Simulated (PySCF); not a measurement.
## Ionising LiZn

PBE0; Li def2-SVPD, Zn def2-SVPD; no relativity (PySCF 2.14). Neutral (UKS): doublet (σ ↑), Re = 2.885 Å, ωe = 188 cm⁻¹, De = 0.25 eV, HOMO -3.50 eV, LUMO -1.49 eV.

LiZn⁻ (UKS): singlet (closed shell), Re = 3.347 Å, ωe = 112 cm⁻¹, De = 0.26 eV to Li⁻ + Zn. The energies at the minima are -1786.34968 hartree for LiZn and -1786.36639 for LiZn⁻.

Q: Work out the adiabatic electron affinity, without and with harmonic zero-point energies (1 hartree = 27.2114 eV, 1 eV = 8065.5 cm⁻¹), and the change of the bond length.

A: At PBE0: 0.01671 hartree = 0.455 eV between the minima; the zero-point term (188.0 − 112.0)/2 cm⁻¹ = +0.005 eV makes it 0.459 eV. Re changes by +46.2 pm against the neutral. The electron enters a σ orbital, and the ion is left as a loose complex of an ion and an atom.

Closed-shell solutions of metal pairs were not tested for spin polarisation, which can lower them a little. Weak bonds: LiZn, LiZn⁻. Basis-set superposition, not corrected here, can be much of De in a small basis, most of all at correlated wavefunction levels. For an ion De counts to the pair picked by the measured ionisation energies or electron affinities, which need not be the lowest pair at this level. The highest Kohn–Sham level is positive in this anion. Much of that is self-interaction error, but it also means that the finite basis helps to hold the extra electron. States were picked by a PBE0 search and need not be the measured ground states.
